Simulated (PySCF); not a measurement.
# Steps of a relaxation of Pt(H2O)3

Pt(H2O)3 (singlet). PySCF 2.14.0, RKS r2SCAN, Pt def2-SVP with ECP60, O def2-SVP, H def2-SVP; non-relativistic Hamiltonian with scalar-relativistic core potentials where named; density fitting; no spin-orbit coupling. Origin of the start: displaced along the imaginary mode. Columns: position (Å) and force (eV/Å). Energies are counted from the last step; some of the 15 steps are shown. Forces carry noise of the integration grid, about 0.01 to 0.03 eV/Å.

Run from Python with OMP_NUM_THREADS=2. Where DIIS fails, smearing, a level shift and second-order steps follow.
It took 64 s on 2 threads of Arm Neoverse V2, with other jobs on the host, from the converged density of the start.

```xyz
10
step 0  E = 0.704 eV
Pt    0.0000    0.0000    0.0000     0.00    0.00    0.00
O     2.3771    0.0391    0.0000     2.40   -0.92    0.00
H     2.9501   -0.2500    0.7766    -1.22    0.47   -1.13
H     2.9501   -0.2500   -0.7766    -1.22    0.47    1.13
O    -1.2224    2.0391    0.0000    -0.40    2.54    0.00
H    -1.2586    2.6798    0.7766     0.21   -1.29   -1.13
H    -1.2586    2.6798   -0.7766     0.21   -1.29    1.13
O    -1.1547   -2.0782    0.0000    -2.00   -1.62    0.00
H    -1.6915   -2.4299    0.7766     1.02    0.82   -1.13
H    -1.6915   -2.4299   -0.7766     1.02    0.82    1.13
```

```xyz
10
step 5  E = 0.147 eV
Pt    0.0000    0.0000    0.0000     0.00    0.00    0.00
O     2.4168    0.2147    0.0000     0.38   -0.51    0.00
H     2.7244   -0.3017    0.7722    -0.29    0.23   -0.44
H     2.7244   -0.3017   -0.7722    -0.29    0.23    0.44
O    -1.3943    1.9857    0.0000     0.25    0.60    0.00
H    -1.1009    2.5103    0.7722    -0.05   -0.36   -0.44
H    -1.1009    2.5103   -0.7722    -0.05   -0.36    0.44
O    -1.0225   -2.2003    0.0000    -0.63   -0.08    0.00
H    -1.6235   -2.2086    0.7722     0.34    0.13   -0.44
H    -1.6235   -2.2086   -0.7722     0.34    0.13    0.44
```

```xyz
10
step 9  E = 0.010 eV
Pt    0.0000    0.0000    0.0000     0.00    0.00    0.00
O     2.3845    0.2747    0.0000     0.06   -0.08    0.00
H     2.5145   -0.3065    0.7650    -0.04   -0.01   -0.04
H     2.5145   -0.3065   -0.7650    -0.04   -0.01    0.04
O    -1.4302    1.9277    0.0000     0.03    0.09    0.00
H    -0.9918    2.3309    0.7650     0.03   -0.03   -0.04
H    -0.9918    2.3309   -0.7650     0.03   -0.03    0.04
O    -0.9543   -2.2024    0.0000    -0.08   -0.01    0.00
H    -1.5228   -2.0244    0.7650     0.01    0.04   -0.04
H    -1.5228   -2.0244   -0.7650     0.01    0.04    0.04
```

**Question.** Where does the relaxation end?

**Answer.** It converges at step 14 in C3h:
```xyz
10
step 14  E = 0
Pt    0.0000    0.0000    0.0000
O     2.3862    0.2869    0.0000
H     2.4573   -0.3052    0.7642
H     2.4573   -0.3052   -0.7642
O    -1.4416    1.9231    0.0000
H    -0.9643    2.2807    0.7642
H    -0.9643    2.2807   -0.7642
O    -0.9446   -2.2100    0.0000
H    -1.4930   -1.9754    0.7642
H    -1.4930   -1.9754   -0.7642
```

**Question.** How did the contacts change?

**Answer.** 
```
     contact  start (Å)  end (Å)
Pt1–O2 (H2O)      2.377    2.403
Pt1–O5 (H2O)      2.377    2.403
Pt1–O8 (H2O)      2.377    2.403
```


No frequency check is given that shows the relaxed geometry to be a minimum.
